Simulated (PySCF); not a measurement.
tetrafluoroborate (BF4), SMILES F[B-](F)(F)F, charge -1.

Geometry optimised at B3LYP-D3(BJ)/def2-SVPD.

The numbers are results of PySCF with B3LYP/def2-TZVPD, not measurements.

Isolated molecule, no solvent.

Problem. Estimate the frontier levels, gap, dipole moment and polarisability. (The exact figures need the calculation; the answer reports its results.)

Solution. 
```yaml
highest_occupied_level: -4.51 eV
lowest_empty_level: 3.97 eV
orbital_gap: 8.48 eV
dipole_moment_about_the_centre_of_nuclear_charge: 0.00 D
mean_static_polarisability: 25.0 bohr³ (3.71 Å³)
polarisability_principal_values: 25.0, 25.0, 25.0 bohr³
```
